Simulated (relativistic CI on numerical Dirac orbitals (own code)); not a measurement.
## Ir⁷⁺: 5d valence photoemission

Computed with this model: Dirac-Coulomb-Breit CI, separate exchange-only KLI orbitals for each configuration, a model potential for QED, valence Slater integrals scaled by 0.8, multiplet model of photoemission in the sudden approximation; configurations [Xe] 4f14 5d2 → [Xe] 4f14 5d; 300 K; Lorentzian 0.3 eV and Gaussian 0.5 eV FWHM. Energies are those of the free ion, without screening or charge transfer. The energies are binding energies and can lie tens of eV above those of solids. S is read from ⟨S²⟩ = S(S + 1).

Field parameters in Wybourne normalisation: Oh B⁴₀ = 21Dq, B⁴₄ = √(5/14) B⁴₀; Td as Oh with Dq negative (B⁴₀ = 21Dq, B⁴₄ = √(5/14) B⁴₀). The field is a parameter set, without covalency.

Computed curve for Oh, 10Dq = 37400 cm⁻¹, scaled to 100 at the maximum (points under 2 are left out and the grid is thinned):

(Energy (eV), Intensity): (104.9, 2.0), (105.0, 2.3), (105.1, 2.7), (105.2, 3.3), (105.3, 4.0), (105.4, 4.9), (105.5, 6.4), (105.6, 8.5), (105.7, 12.1), (105.8, 18.0), (105.9, 27.7), (106.0, 42.1), (106.1, 60.8), (106.2, 80.5), (106.3, 95.5), (106.4, 100.0), (106.5, 92.2), (106.6, 75.3), (106.7, 55.3), (106.8, 37.7), (106.9, 24.8), (107.0, 16.5), (107.1, 11.6), (107.2, 9.0), (107.3, 7.7), (107.4, 7.3), (107.5, 7.3), (107.6, 7.5), (107.7, 7.3), (107.8, 6.7), (107.9, 5.6), (108.0, 4.5), (108.1, 3.4), (108.2, 2.6)

The ground state has S = 0.95, and the centroid lies at 106.45 eV.
